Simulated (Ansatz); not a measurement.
GeH₅Si (`[SiH2][GeH3]`) radical at its PBE0-D4/def2-TZVP geometry, where that method's forces vanish. The species carries charge 0 and has multiplicity 2.

```
atom    x (Å)    y (Å)    z (Å)
 Si1  -1.0967  -0.7157   0.5653
 Ge2   0.6719   0.3295  -0.6175
  H3  -0.6337  -1.5318   1.7214
  H4  -2.1492   0.2365   1.0149
  H5   0.1026   1.1025  -1.8176
  H6   1.4558   1.3163   0.2693
  H7   1.6493  -0.7372  -1.1359
```

**Question.** For each bond, give half the difference of the two atoms' forces along it (eV/Å; positive pushes the atoms apart) under PBE-D4, r2SCAN-D4, B3LYP-D4, ωB97M-V in def2-TZVPP. (Estimate.)

**Answer.** Computed: 
```json
{"bond": "Si1–Ge2", "length (Å)": "2.371", "PBE-D4": "-0.07", "r2SCAN-D4": "-0.03", "B3LYP-D4": "0.14", "ωB97M-V": "0.06"}
{"bond": "Si1–H3", "length (Å)": "1.489", "PBE-D4": "0.12", "r2SCAN-D4": "-0.01", "B3LYP-D4": "-0.07", "ωB97M-V": "-0.11"}
{"bond": "Si1–H4", "length (Å)": "1.489", "PBE-D4": "0.12", "r2SCAN-D4": "-0.01", "B3LYP-D4": "-0.07", "ωB97M-V": "-0.11"}
{"bond": "Ge2–H5", "length (Å)": "1.537", "PBE-D4": "0.08", "r2SCAN-D4": "-0.04", "B3LYP-D4": "-0.01", "ωB97M-V": "-0.06"}
{"bond": "Ge2–H6", "length (Å)": "1.541", "PBE-D4": "0.10", "r2SCAN-D4": "-0.02", "B3LYP-D4": "0.00", "ωB97M-V": "-0.07"}
{"bond": "Ge2–H7", "length (Å)": "1.537", "PBE-D4": "0.09", "r2SCAN-D4": "-0.04", "B3LYP-D4": "-0.01", "ωB97M-V": "-0.06"}
```

B3LYP here is the variant with VWN-RPA as its local correlation; programs differ in this.
